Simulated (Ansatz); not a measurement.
Consider the ligand exchange at the Si–O bond: `O[SiH](F)[O][GeH3]` + `O[SiH](O)O` → `O[SiH](O)O[SiH](O)F` + `[OH][GeH3]`.

Isolated molecules relaxed with PBE0-D4/def2-TZVP in Ansatz; ΔE leaves out vibrations. CCSD(T)/CBS adds triple-zeta CCSD(T) − MP2 to the extrapolated MP2 energy (def2 sets, frozen cores). Functionals use def2-TZVPP. B3LYP here is the variant with VWN-RPA as its local correlation; programs differ in this. For Ge outer-core shells are correlated without core-valence functions, which leaves a few kJ/mol of doubt a bond. Scalar relativity is left out up to krypton. One conformer a species, not always the lowest.

```csv
level,ΔE (kJ/mol),difference from CCSD(T)/CBS
PBE-D4,-0.9,-2.3
r2SCAN-D4,-0.3,-1.7
PBE0-D4,0.0,-1.4
B3LYP-D4,-0.8,-2.2
ωB97X-V,0.6,-0.8
ωB97M-V,0.6,-0.8
B2PLYP,1.5,0.1
PBE,0.4,-1.0
r2SCAN,0.3,-1.1
PBE0,1.2,-0.2
B3LYP,1.0,-0.4
HF/def2-TZVPP,4.0,2.6
MP2/def2-TZVPP,2.6,1.2
SCS-MP2/def2-TZVPP,2.8,1.4
CCSD/def2-TZVPP,2.6,1.2
CCSD(T)/def2-TZVPP,2.1,0.7
HF/def2-QZVPP,3.6,2.2
MP2/def2-QZVPP,2.1,0.7
SCS-MP2/def2-QZVPP,2.3,0.9
HF/CBS(def2),3.6,2.2
MP2/CBS(def2),1.9,0.5
CCSD/CBS(def2),1.9,0.5
CCSD(T)/CBS,1.4,0
```

Largest T1 diagnostic among the species: 0.012.
